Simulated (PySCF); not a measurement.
Geometry:
```json
{"atom": "C1", "x (Å)": "-3.725", "y (Å)": "0.337", "z (Å)": "0.117"}
{"atom": "C2", "x (Å)": "-2.579", "y (Å)": "-0.076", "z (Å)": "-0.402"}
{"atom": "Si3", "x (Å)": "-0.867", "y (Å)": "0.302", "z (Å)": "0.281"}
{"atom": "Si4", "x (Å)": "0.513", "y (Å)": "-1.624", "z (Å)": "0.453"}
{"atom": "Si5", "x (Å)": "2.027", "y (Å)": "-0.642", "z (Å)": "-1.091"}
{"atom": "P6", "x (Å)": "3.994", "y (Å)": "-0.187", "z (Å)": "-0.106"}
{"atom": "Si7", "x (Å)": "0.583", "y (Å)": "1.237", "z (Å)": "-1.352"}
{"atom": "H8", "x (Å)": "-3.751", "y (Å)": "0.947", "z (Å)": "1.006"}
{"atom": "H9", "x (Å)": "-4.685", "y (Å)": "0.092", "z (Å)": "-0.312"}
{"atom": "H10", "x (Å)": "-2.613", "y (Å)": "-0.688", "z (Å)": "-1.296"}
{"atom": "H11", "x (Å)": "-1.108", "y (Å)": "1.100", "z (Å)": "1.498"}
{"atom": "H12", "x (Å)": "1.019", "y (Å)": "-1.967", "z (Å)": "1.787"}
{"atom": "H13", "x (Å)": "-0.109", "y (Å)": "-2.873", "z (Å)": "-0.005"}
{"atom": "H14", "x (Å)": "2.475", "y (Å)": "-1.399", "z (Å)": "-2.276"}
{"atom": "H15", "x (Å)": "3.421", "y (Å)": "0.473", "z (Å)": "0.963"}
{"atom": "H16", "x (Å)": "4.201", "y (Å)": "0.997", "z (Å)": "-0.783"}
{"atom": "H17", "x (Å)": "0.027", "y (Å)": "1.423", "z (Å)": "-2.699"}
{"atom": "H18", "x (Å)": "1.168", "y (Å)": "2.554", "z (Å)": "-1.059"}
```

One computed conformer, gas phase, non-relativistic, equivalent nuclei averaged. Geometry from GFN2-xTB; shielding tensors at PBE0/pcSseg-1 (GIAO); PySCF.

δ = σ(ref) − σ, references computed at the same level: ¹³C, ¹H, ²⁹Si vs TMS; ³¹P against H3PO4.

```
  atoms  nucleus  count  δ (ppm)
    H10       ¹H      1     6.45
     H9       ¹H      1        ?
     C2      ¹³C      1    139.8
     C1      ¹³C      1    141.3
     H8       ¹H      1     6.19
H13/H17       ¹H      2     4.36
    H11       ¹H      1     5.04
    H14       ¹H      1     4.73
H12/H18       ¹H      2     4.05
    Si3     ²⁹Si      1        ?
Si4/Si7     ²⁹Si      2    -78.2
     P6      ³¹P      1   -291.4
    Si5     ²⁹Si      1        ?
H15/H16       ¹H      2        ?
```

Fill in the missing shifts.

Results:


- H9: 6.30 ppm, hydrogen on a terminal =CH2 carbon; attached to an sp2 carbon and in the plane of the double bond
- H15/H16: 1.22 ppm, hydrogen on a phosphorus bonded to Si
- Si3: -43.7 ppm, silicon bonded to C, 2 Si, H, in a 4-membered ring
- Si5: -72.2 ppm, silicon bonded to P, 2 Si, H, in a 4-membered ring

Shifts are as computed. Against solution values, carbons near 30 ppm lie about +3 ppm off and those near 130 ppm about +5 ppm. Of 1211 compounds with measured shifts, 218 miss one by over three times the rms of a fit or turn the order of signals round; such compounds aren't used in these exercises. Experimental scales use liquid or dissolved standards, which lie at an offset from isolated H3PO4.
